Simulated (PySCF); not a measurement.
TiI2Cl2 (singlet state).
Geometry (PBE0-D3(BJ)/def2-SVP, Å), atoms numbered from 1 in this order:
```xyz
5
Cl2I2Ti angstrom
Ti    -0.0573   -0.0176   -0.0694
I     -0.3450   -0.0923    2.4421
I      2.4137   -0.0255   -0.5956
Cl    -0.9546    1.7613   -0.8756
Cl    -0.9820   -1.7363   -0.9636
```

Computed, not measured: TDDFT wB97X-D/def2-SVPD, vertical, gas phase, core orbitals frozen in the response, def2 core potentials past Kr (PySCF). Spin–orbit coupling is left out.

Q: Predict the UV-vis stick spectrum at this level.

A: 

```
state  E (eV)  E (hartree)       f  symmetry     main configurations (H = HOMO, L = LUMO)
   S1    3.00       0.1104  0.0007         –                                  H→L+1 (95%)
   S2    3.08       0.1134   0.021  B1 or B2                     H→L (82%), H-2→L+1 (12%)
   S3    3.10       0.1138  0.0000         –                                  H-1→L (98%)
   S4    3.34       0.1228  0.0064        A1                   H-1→L+1 (73%), H→L+2 (21%)
   S5    3.36       0.1234  0.0027  B1 or B2                                  H-2→L (94%)
   S6    3.55       0.1304  0.0094        A1                   H→L+2 (73%), H-1→L+1 (15%)
   S7    3.59       0.1321   0.017  B1 or B2       H-2→L+1 (47%), H→L+3 (32%), H→L+4 (9%)
   S8    3.60       0.1323  0.0032  B1 or B2     H→L+4 (56%), H-3→L+1 (28%), H-2→L+1 (8%)
   S9    3.68       0.1352  0.0015         –                                H-1→L+2 (95%)
  S10    3.68       0.1353   0.021  B1 or B2                   H→L+3 (57%), H-2→L+1 (25%)
  S11    3.79       0.1393  0.0000         –                 H-1→L+3 (67%), H-2→L+2 (32%)
  S12    3.90       0.1433  0.0013         –                                  H-4→L (80%)
  S13    3.92       0.1440  0.0001         –  H-2→L+2 (33%), H-3→L+1 (29%), H-1→L+3 (16%)
  S14    3.92       0.1442  0.0080        A1    H-3→L (62%), H-4→L+2 (12%), H-2→L+4 (10%)
  S15    3.97       0.1457  0.0000         –    H-2→L+2 (32%), H-3→L+1 (30%), H→L+4 (19%)
```

Triplets, Tamm–Dancoff:

```tsv
state	E (eV)	λ (nm)	main configurations (H = HOMO, L = LUMO)
T1	2.70	459.6	H→L (95%)
T2	2.92	425.2	H→L+1 (94%)
T3	2.98	416.5	H-1→L+1 (85%)
T4	2.99	414.3	H-1→L (95%)
```

The lowest singlet comes at 413 nm (290 kJ/mol) in the visible; it is very weak; its leading configuration is HOMO→LUMO+1 (95%). The largest oscillator strength of a single state is 0.021. S7/S8, S9/S10 and S13/S14 lie within about 0.01 eV of each other in each set. For S1 the Löwdin share of titanium is at most 4% in HOMO and 77% in LUMO+1 (ligand-to-metal charge transfer by this measure). Orbital energies (eV): HOMO-3 -10.85, HOMO-2 -10.24, HOMO-1 -9.98, HOMO -9.69, LUMO -2.26, LUMO+1 -2.19, LUMO+2 -1.80. Weighted by f, the mean energy of these states is 3.50 eV. 3 computed singlets (S1 to S3) lie in the visible range (380 to 750 nm), the largest f among them at 402 nm, f = 0.021; light of that wavelength is violet, and its complementary colour is yellow-green; a Tamm–Dancoff triplet lies at 460 nm, without intensity as long as spin–orbit coupling is left out. All these states lie below the vertical ionisation energy of 9.81 eV (ΔSCF). Symmetry labels in C2v follow from the direction of the transition dipole and are given only for states with f of 0.002 or more; B1 and B2 swap with the choice of axes. Singlets were solved by full linear response, triplets in the Tamm–Dancoff approximation.
